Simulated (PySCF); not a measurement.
# Rh(43+) (rhodium, charge +43): Hartree-Fock from Schrödinger to Dirac-Coulomb-Breit

Occupied: 1s1/2. Hartree-Fock calculated with PySCF 2.14 in an even-tempered Gaussian basis (19 s from 7.1 bohr⁻², ratio 2.3; 14 p from 8.5 bohr⁻², ratio 2.3), Gaussian nucleus throughout. NR is non-relativistic, sf-X2C the spin-free one-electron X2C Hamiltonian, X2C adds the bare one-electron spin-orbit term, X2C-SNSO screens it by Boettger's factors, DC is four-component Dirac-Coulomb, and the Gaunt and Breit terms are added at first order (total energies over the DC spinors, levels after relaxing the spinors in that mean field). QED terms are absent. Levels marked empty are virtual spinors of this ion.

```csv
Hamiltonian,E (hartree)
NR,-1996.9469
sf-X2C,-2052.8698
X2C,-2052.8698
X2C-SNSO,-2052.8698
DC,-2053.4704
DC+Gaunt,-2052.2425
DC+Breit,-2052.2425
```

| level (eV) | NR | sf-X2C | X2C | X2C-SNSO | DC | DC+Gaunt | DC+Breit |
| --- | --- | --- | --- | --- | --- | --- | --- |
| 1s1/2 | -26790.2 | -27527.1 | -27527.1 | -27527.1 | -27543.3 | -27510.2 | -27510.2 |
| 2s1/2 (empty) | -6407.3 | -6627.8 | -6627.8 | -6627.8 | -6629.4 | -6625.9 | -6626.3 |
| 2p1/2 (empty) | -6323.9 | -6416.1 | -6539.0 | -6536.1 | -6535.0 | -6527.5 | -6528.7 |
| 2p3/2 (empty) | -6323.9 | -6416.1 | -6359.9 | -6361.1 | -6362.3 | -6358.5 | -6359.6 |
| 3s1/2 (empty) | -2827.8 | -2904.8 | -2904.8 | -2904.8 | -2905.3 | -2904.3 | -2904.4 |

Problem. How large are the two-electron picture-change error of X2C and the Breit correction in the total energy?

Solution. X2C-1e lies 0.6006 hartree above Dirac-Coulomb; Gaunt adds 1.2279 and the full Breit term 1.2279 hartree.

```
interval (eV)    X2C  X2C-SNSO     DC  DC+Gaunt  DC+Breit
2p3/2 − 2p1/2  179.1     175.0  172.7     169.1     169.1
```

Weight of the small component: 1s1/2 0.0273, 2s1/2 0.00651, 2p1/2 0.00647, 2p3/2 0.00629, 3s1/2 0.00286.

Koopmans' value for the highest occupied level at DC+Breit: 27510.2 eV, against an ionisation energy of 27487.0 eV (theoretical estimate listed by NIST; NIST Atomic Spectra Database, ionization energies); the former lacks relaxation, correlation, QED and recoil.

The whole ladder took 54 s of wall time on 1 thread of Intel(R) Xeon(R) 6975P-C (shared host), launched as `OMP_NUM_THREADS=1 python relrun2.py TASK.json OUT` (a driver that calls PySCF for each Hamiltonian).
